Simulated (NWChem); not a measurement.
GaHOBrF; SMILES [OH][Ga]([F])[Br]

```xyz
5

Ga     0.0130    -0.7324     0.0000
F     -1.4946    -1.6125     0.0000
Br    -0.0127     1.5166     0.0000
O      1.5152    -1.6566     0.0000
H      1.3710    -2.6104     0.0000
```
Atoms are numbered in this order, from 1.

Results from NWChem. Structure relaxed at the PBE0/def2-SVP level.

Question: What does the run give for Hartree-Fock/pcseg-2? Quantities: highest occupied level (eV); orbital gap (eV); dipole (D).

Answer: 
```json
{
 "highest occupied level (eV)": "-12.09",
 "orbital gap (eV)": "13.66",
 "dipole (D)": "0.95"
}
```
